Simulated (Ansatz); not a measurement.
Consider the redistribution: `S[SiH2][SiH2]CCl` + `O[SiH2]O[SiH](F)F` → `O[SiH2][SiH2]CCl` + `F[SiH](F)O[SiH2]S`.

Isolated molecules relaxed with PBE0-D4/def2-TZVP in Ansatz; ΔE leaves out vibrations. CCSD(T)/CBS is the MP2 limit (def2-TZVPP, def2-QZVPP) plus CCSD(T) − MP2 in def2-TZVPP, frozen cores. Functionals use def2-TZVPP. One conformer a species, not always the lowest.

(1) Is it downhill or uphill in electronic energy at CCSD(T)/CBS, and by how much? (Best estimate.)

(2) What do these levels give: ωB97X-V, ωB97M-V, PBE, r2SCAN, SCS-MP2/def2-QZVPP, CCSD/CBS(def2)? (Best estimate.)

Largest T1 diagnostic among the species: 0.012.

Answers

(1) Computed: Uphill: ΔE = +24.4 kJ/mol.

(2) Ansatz gave: ωB97X-V 21.7, ωB97M-V 22.5, PBE 23.5, r2SCAN 24.2, SCS-MP2/def2-QZVPP 24.2, CCSD/CBS(def2) 24.1 kJ/mol.
